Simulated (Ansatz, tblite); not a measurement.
Removing and adding an electron: `c1c[se]c(-c2ccc(-c3ccc(-c4ccc[se]4)[se]3)[se]2)c1`. The state is a singlet with charge 0. Geometry: PBE-D4/def2-SVP. Ansatz, gas phase; energy differences of separate SCF runs; the oxidised species was run as a doublet alone; the reduced species was run as a doublet alone.

Cartesian coordinates in Å:
```
C 0.927 -5.251 -4.417
C 2.290 -5.459 -4.372
Se 3.131 -4.271 -3.198
C 1.418 -3.531 -2.837
C 1.257 -2.439 -1.913
C 2.224 -1.768 -1.167
C 1.755 -0.723 -0.335
C 0.380 -0.489 -0.361
C -0.384 0.487 0.361
C -1.758 0.722 0.337
C -2.226 1.768 1.168
C -1.259 2.439 1.913
C -1.418 3.531 2.837
C -0.449 4.200 3.578
C -0.924 5.252 4.415
C -2.286 5.461 4.371
Se -3.130 4.273 3.199
Se 0.454 1.702 1.557
Se -0.456 -1.703 -1.558
C 0.450 -4.200 -3.580
H 0.261 -5.853 -5.051
H 2.876 -6.204 -4.924
H 3.289 -2.041 -1.225
H 2.429 -0.126 0.298
H -2.433 0.125 -0.295
H -3.291 2.040 1.228
H 0.616 3.928 3.518
H -0.256 5.854 5.048
H -2.871 6.207 4.924
H -0.615 -3.929 -3.521
```

The xTB rows come from tblite. Single mean-field runs in def2-TZVP are fitted with def2-universal-jkfit.

```
           level  −HOMO (eV)  vertical IE (eV)  −LUMO (eV)  vertical EA (eV)  HOMO–LUMO gap (eV)  IE − EA (eV)                       remarks
        GFN1-xTB       10.04             11.82        8.39              6.60                1.65          5.22                             –
PBE-D4/def2-TZVP        4.58              6.26        2.92              1.37                1.66          4.89  HOMO above zero (-1 doublet)
```

(1) Estimate the rows for GFN2-xTB, PBE0-D4/def2-TZVP.

## Answers

(1) 
```
            level  −HOMO (eV)  vertical IE (eV)  −LUMO (eV)  vertical EA (eV)  HOMO–LUMO gap (eV)  IE − EA (eV)
         GFN2-xTB        9.70             11.37        8.13              6.52                1.57          4.85
PBE0-D4/def2-TZVP        5.32              6.44        2.39              1.35                2.93          5.09
```

   A HOMO above zero means that the electron is unbound at that level or that self-interaction error raises the level; the energy of removing that electron tells which. Raw xTB energy differences between charge states are shifted by several eV; the methods need an empirical correction for them. Sets without diffuse functions give affinities that are too small.
